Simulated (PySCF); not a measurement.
1-bromo-2-chlorocyclobutene (C4H4BrCl), SMILES ClC1=C(Br)CC1. Atoms are numbered in the order given.

```xyz
10

Cl    -1.4278     1.9677     0.0000
C      0.1250     1.2452     0.0000
C      0.5680    -0.0235     0.0000
Br    -0.2821    -1.6882     0.0000
C      2.0310     0.3663     0.0000
C      1.5124     1.8501     0.0000
H      2.5940     0.0742     0.9002
H      2.5940     0.0742    -0.9002
H      1.7698     2.4297    -0.9006
H      1.7698     2.4297     0.9006
```

The structure is a stationary point at B3LYP-D3(BJ)/def2-SVP.

Calculation: PBE/def2-TZVP (PySCF).

Isolated molecule, no solvent.

Computed frontier levels, gap, dipole moment and polarisability:
```json
{
  "highest_occupied_level": "-5.81 eV",
  "lowest_empty_level": "-1.15 eV",
  "orbital_gap": "4.66 eV",
  "dipole_moment": "2.04 D",
  "quadrupole, principal values (traceless, Buckingham form, about the centre of nuclear charge)": "-3.38, -1.65, 5.03 D·Å",
  "mean_static_polarisability": "80.9 bohr³ (11.99 Å³)",
  "polarisability_principal_values": "53.4, 87.1, 102.2 bohr³"
}
```
